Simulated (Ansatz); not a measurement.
Total energies of CH₇GeIn.

Cartesian coordinates in Å:
```
C 0.835 1.132 -1.221
In -0.720 0.019 -2.400
Ge -0.682 -1.027 1.351
H 0.392 1.742 -0.426
H 1.384 1.807 -1.888
H 1.566 0.459 -0.760
H -1.332 -1.139 -0.048
H 0.782 -1.466 1.253
H -0.777 0.425 1.831
H -1.448 -1.952 2.307
```

Charge 0, multiplicity 1. Correlated methods include outer-core shells of Ge, In, which these sets cover unevenly. Scalar relativity is left out up to krypton. In takes the def2 core potential. The bonds changed during the relaxation, so this is another structure than the one it started from. The geometry is a stationary point of PBE0-D4/def2-TZVP. Basis def2-TZVPP, the Gaussian-basis code of Ansatz.

RPA on PBE orbitals: Hartree–Fock energy of these orbitals -2306.45095 Eh, correlation -1.18815 Eh (frozen core).

```csv
functional,energy without D4 (Eh),D4 term (kJ/mol)
ωB97X-V,-2309.21516,–
PBE-QIDH,-2308.58268,–
```

Question: Give the same for LDA (SPW92), PBE, revPBE, BLYP, r2SCAN, B97M-V, PBE0, B3LYP, r2SCANh, r2SCAN0, HSE06 (plane-wave form), BHLYP, CAM-B3LYP, LC-ωPBE, ωB97M-V, B2PLYP. (Estimate.)

Answer: Ansatz gave: 
```tsv
functional	energy without D4 (Eh)	D4 term (kJ/mol)
LDA (SPW92)	-2305.52766	–
PBE	-2309.05756	-20.5
revPBE	-2309.32210	-53.4
BLYP	-2309.42409	-43.5
r2SCAN	-2309.47198	-4.9
B97M-V	-2309.06105	–
PBE0	-2309.12166	-17.7
B3LYP	-2309.57223	-33.4
r2SCANh	-2309.44885	-5.4
r2SCAN0	-2309.41555	-6.0
HSE06 (plane-wave form)	-2309.11746	-16.8
BHLYP	-2309.31360	-29.4
CAM-B3LYP	-2309.51375	-18.5
LC-ωPBE	-2309.16885	–
ωB97M-V	-2309.22628	–
B2PLYP	-2308.81462	–
```

B3LYP takes the VWN-RPA correlation (the form of Gaussian; ORCA's B3LYP/G). HSE06 is the plane-wave form, built on full-range PBE exchange. The double hybrids freeze the cores in their second-order part.

LC-ωPBE has ω = 0.4 bohr⁻¹.
